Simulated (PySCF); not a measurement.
isocyanic acid cation (CHNO), SMILES N=C=O (connectivity only; charge and spin as stated), charge +1, multiplicity 2. Atoms are numbered in the order given.

```xyz
4

N      0.1315    -1.1775     0.0000
C     -0.0336     0.0721     0.0000
O     -0.0098     1.2092     0.0000
H     -0.6403    -1.8628     0.0000
```
Charge +1, spin multiplicity 2.

Geometry: B3LYP-D3(BJ)/def2-TZVP. The spin state was assumed, not searched.

Calculation: CAM-B3LYP/def2-TZVPD (PySCF).

Mulliken values depend strongly on the basis, most of all with diffuse functions as here. ESP charges are fitted to the potential on shells at 1.4 to 2.0 van der Waals radii. Atomic charges (e):

```
atom  Mulliken  meta-Löwdin  ESP fit  Mulliken spin
----  --------  -----------  -------  -------------
N1       -0.07        -0.04    -0.12           0.80
C2        0.62         0.64     0.67          -0.13
O3        0.06         0.02     0.02           0.34
H4        0.39         0.37     0.43          -0.02
```
